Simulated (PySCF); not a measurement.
Tb²⁺: ionisation energy

Tb²⁺ [Xe] 4f9 (high-spin determinant) → Tb³⁺ [Xe] 4f8 (7F), as a difference of total energies. Computed with PySCF 2.14 in cc-pVDZ-X2C (8s7p5d3f1g, 84 functions), with scalar relativity by spin-free X2C-1e. Correlated levels: valence: [Kr] 4d10 frozen; valence and next inner shell: [Ar] 3d10 frozen. The calculations carry no spin-orbit coupling.

```
                                method  ionisation energy (eV)  plus first-order spin-orbit estimate  difference from reference of that sum (eV)
                                   UHF                  17.416                                17.620                                      -4.200
                                   LDA                  23.019                                23.222                                      +1.402
                                   PBE                  22.815                                23.019                                      +1.199
                                  PBE0                  21.796                                22.000                                      +0.180
                                r2SCAN                  22.124                                22.328                                      +0.508
                                  BP86                  22.976                                23.179                                      +1.359
                                B2PLYP                  21.336                                21.539                                      -0.281
                               r2SCAN0                  21.336                                21.540                                      -0.280
                         MP2 (valence)                  20.765                                20.969                                      -0.851
                     SCS-MP2 (valence)                  20.497                                20.701                                      -1.119
    MP2 (valence and next inner shell)                  21.076                                21.279                                      -0.541
SCS-MP2 (valence and next inner shell)                  20.758                                20.961                                      -0.859
```

Reference: 21.82 ± 0.03 eV (semi-empirical (NIST evaluation); NIST Atomic Spectra Database, ionization energies).

A first-order spin-orbit estimate (lowest level to lowest level, LS coupling) adds 0.204 eV.

Errors of the correlated levels include the incompleteness of this basis and the frozen core.

The determinant of Tb²⁺ mixes LS terms, which raises its energy above the lowest term, most at the Hartree-Fock and MP2 levels.
